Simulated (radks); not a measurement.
Results of a calculation; reference values are marked as such.
Task: The mean radii <r> (bohr) of the occupied orbitals of an atom or ion are listed with their occupations. Code: a radial shooting solver on a logarithmic mesh with Libxc functionals. Model: scalar-relativistic Kohn-Sham, PBE, spin-polarised, spherical densities, point nucleus.

orbital  occ.      <r>
1s up       1  0.03517
1s down     1  0.03517
2s up       1   0.1537
2s down     1   0.1537
2p up       3   0.1340
2p down     3   0.1339
3s up       1   0.4289
3s down     1   0.4289
3p up       3   0.4306
3p down     3   0.4306
3d up       5   0.4154
3d down     5   0.4152
4s up       1    1.112
4s down     1    1.103
4p up       3    1.244
4p down     3    1.232
5s up       1    3.475
4d up       5    1.967

Name the element and its charge. Open shells, if any, are filled with parallel spins first.

Result: Z = 42, molybdenum, charge 0: Mo in [Kr] 4d5 5s1. The 1s radius gives Z: for a bare nucleus <r> = (2 gamma + 1)/(2Z) with gamma = sqrt(1 - (Z/c)^2), 0.03457 bohr for Z = 42, and screening makes it slightly larger (0.03517 here). The occupations add up to 42, and the charge is Z minus that.
